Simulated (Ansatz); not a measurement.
Reaction (homolysis of the Al–Br bond): `[CH3][Al]([NH2])[Br]` → `[CH3][Al][NH2]`• + Br•

Computed with Ansatz on PBE0-D4/def2-TZVP structures; ΔE is electronic, products minus reactants. CBS: MP2 limit from def2 TZ/QZ plus the TZ coupled-cluster correction, frozen cores. Functionals use def2-TZVPP. Open shells (•) are unrestricted, without spin–orbit coupling. Spin–orbit coupling would lower the free atoms: clearly for Br. For Br outer-core shells are correlated without core-valence functions, so the limit isn't a true one: a few kJ/mol of doubt a bond, and 10 to 20 or more in all where bonds break to atoms. Scalar relativity is left out up to krypton. One conformer a species, not always the lowest.

`[CH3][Al]([NH2])[Br]`:

Z-matrix (Å, degrees):
```
C
Al 1 1.937
H 1 1.093 2 110.8
H 1 1.093 2 112.0 3 120.9
H 1 1.094 2 110.7 3 -118.4
N 2 1.760 1 123.9 3 -122.9
Br 2 2.268 1 120.6 3 57.2
H 6 1.007 2 124.9 1 0.1
H 6 1.007 2 124.5 1 -179.9
```

`[CH3][Al][NH2]`•:

```xyz
8

C    -1.072    0.413   -0.819
Al   -0.437   -0.414    0.852
N     1.319   -0.555    1.087
H    -0.255    0.486   -1.544
H    -1.449    1.422   -0.626
H    -1.887   -0.157   -1.272
H     1.765   -0.946    1.900
H     2.015   -0.250    0.422
```

```json
{"level": "PBE-QIDH", "ΔE (eV)": "4.80"}
{"level": "PBE0", "ΔE (eV)": "4.66"}
```

What does CCSD(T)/CBS give? (An estimate is asked.)

Ansatz gave: +4.92 eV. The listed levels differ from it by -0.12, -0.26 eV.

Largest T1 diagnostic among the species: 0.013.

In def2-TZVPP, CCSD(T) changes the Hartree–Fock value by +0.98 eV (the triples alone add +0.08 eV) and MP2 by +1.15 eV; breaking electron pairs costs correlation energy, which Hartree–Fock lacks. From BLYP to BHLYP (50 % exact exchange), in def2-TZVPP and without D4, ΔE moves by +0.13 eV. At CCSD(T), def2-SVP lies −0.40 eV from the extrapolated value and def2-TZVPP −0.19 eV: correlation converges slowly with the basis, and small sets miss more of it in the bonded molecule than in its fragments.

CCSD(T)/CBS has its own doubt, a few kJ/mol and more with outer-core shells, so smaller differences from it don't rank the levels.
